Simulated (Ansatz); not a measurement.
A structure relaxed at PBE-D4/def2-SVPD in Ansatz, charge -1, singlet:

```tsv
atom	x (Å)	y (Å)	z (Å)
Nb1	0.0050	0.0062	0.0391
O2	0.1072	-1.2435	1.2810
O3	0.1706	1.5753	0.8295
F4	-1.7263	-0.1017	-0.8772
F5	1.4435	-0.2363	-1.2725
```

Give its formula, name or SMILES and point group.

[NbO2F2]- (NbO2F2⁻). Point group C2v (tolerance 0.1 Å).

Summarise the bond lengths by kind (pairs closer than 1.2 times the sum of covalent radii, bridged metal pairs left out).

2 × Nb–O 1.76 Å; 2 × F–Nb 1.96 Å. The metal has 4 neighbours: O 1.76 Å, O 1.76 Å, F 1.96 Å, F 1.96 Å.

In the def2 sets Nb takes a core potential; there is no spin–orbit coupling. The relaxation made no stability test and no search for a lower SCF solution.
